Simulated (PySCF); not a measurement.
## Ir⁺: ionisation energy

Ir⁺ [Xe] 4f14 5d7 6s1 (5F) → Ir²⁺ [Xe] 4f14 5d7 (4F), as a difference of total energies. Computed with PySCF 2.14 in x2c-TZVPPall with one added diffuse shell each of s, p, d, f type (12s8p8d4f1g, 113 functions), with the spin-free X2C one-electron Hamiltonian (Gaussian nucleus). Correlated levels: valence: [Xe] 4f14 frozen; valence and next inner shell: [Kr] 4d10 4f14 frozen. The calculations carry no spin-orbit coupling.

| method | ionisation energy (eV) |
| --- | --- |
| UHF | 16.371 |
| PBE | 18.066 |
| r2SCAN | 18.086 |
| BP86 | 18.241 |
| B2PLYP | 17.563 |
| r2SCAN0 | 17.845 |
| MP2 (valence) | 17.348 |
| SCS-MP2 (valence) | 17.043 |
| MP2 (valence and next inner shell) | 17.661 |
| SCS-MP2 (valence and next inner shell) | 17.322 |

Task: Estimate what LDA gives.

Result: 18.396 eV, closest to BP86 among the rows shown.

Task: Estimate what PBE0 gives.

Result: 17.768 eV, closest to r2SCAN0 among the rows shown.

A first-order spin-orbit estimate (lowest level to lowest level, LS coupling) adds -0.036 eV.

Errors of the correlated levels include the incompleteness of this basis and the frozen core.

For comparison: 17 ± 0.3 eV (semi-empirical (NIST evaluation); NIST Atomic Spectra Database, ionization energies).
